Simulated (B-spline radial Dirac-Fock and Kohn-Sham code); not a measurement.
# Scattering functions of Ge⁴⁺

System: Ge⁴⁺ in the configuration 1s2 2s2 2p6 3s2 3p6 3d9 4s1 (not the ground configuration).

Calculated with a radial B-spline solver, using Dirac-Fock orbitals of the configuration average with a finite nucleus. f₀ is the Fourier transform of the spherical electron density, S the Waller-Hartree incoherent function, and s = sin θ/λ.

```tsv
s (Å⁻¹)	f₀	S
0	28.000	0.000
0.05	27.768	0.283
0.1	27.102	1.039
0.15	26.083	2.062
0.2	24.816	3.179
0.25	23.398	4.315
0.3	21.911	5.455
0.35	20.412	6.595
0.4	18.939	7.719
0.45	17.520	8.806
0.5	16.175	9.841
0.6	13.759	11.734
0.7	11.758	13.404
0.8	10.172	14.874
0.9	8.957	16.160
1	8.044	17.274
1.1	7.359	18.234
1.2	6.837	19.059
1.4	6.080	20.400
1.6	5.496	21.454
1.8	4.965	22.322
2	4.451	23.054
2.5	3.291	24.435
3	2.430	25.330
3.5	1.877	25.911
4	1.546	26.308
5	1.213	26.842
6	1.030	27.206
```

f₀ starts at the number of electrons, 28, and has fallen to half at s ≈ 0.59 Å⁻¹. The sum of ⟨r²⟩ over the electrons is 12.75 bohr².
